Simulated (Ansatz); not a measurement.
One change: `[CH3][GeH]([CH3])[SiH3]` becomes `[BH2][GeH]([CH3])[CH3]`.

Ansatz, PBE0-D4/def2-TZVP geometries, multiplicity 1. 

Scalar relativity is left out up to krypton.

```json
{"property": "size of the dipole moment (B3LYP/def2-TZVPP) / D", "`[CH3][GeH]([CH3])[SiH3]`": "0.92"}
{"property": "HOMO energy (PBE0/def2-TZVPP) / eV", "`[CH3][GeH]([CH3])[SiH3]`": "-7.70"}
{"property": "HOMO energy (B3LYP/def2-TZVPP) / eV", "`[CH3][GeH]([CH3])[SiH3]`": "-7.50"}
{"property": "LUMO energy (PBE/def2-TZVPP) / eV", "`[CH3][GeH]([CH3])[SiH3]`": "-0.30"}
{"property": "size of the dipole moment (ωB97M-V/def2-TZVPP) / D", "`[CH3][GeH]([CH3])[SiH3]`": "0.89"}
{"property": "HOMO energy (ωB97M-V/def2-TZVPP) / eV", "`[CH3][GeH]([CH3])[SiH3]`": "-9.73"}
```

(1) Give the same properties after the change, and the shifts. (Estimate.)

Results:

(1) Ansatz gave: 
| property | `[BH2][GeH]([CH3])[CH3]` | shift |
| --- | --- | --- |
| size of the dipole moment (B3LYP/def2-TZVPP) / D | 0.57 | -0.35 |
| HOMO energy (PBE0/def2-TZVPP) / eV | -7.74 | -0.04 |
| HOMO energy (B3LYP/def2-TZVPP) / eV | -7.55 | -0.05 |
| LUMO energy (PBE/def2-TZVPP) / eV | -3.17 | -2.87 |
| size of the dipole moment (ωB97M-V/def2-TZVPP) / D | 0.56 | -0.33 |
| HOMO energy (ωB97M-V/def2-TZVPP) / eV | -9.90 | -0.17 |

Dipoles are sizes alone; their direction can turn.

B3LYP here is the variant with VWN-RPA as its local correlation; programs differ in this.
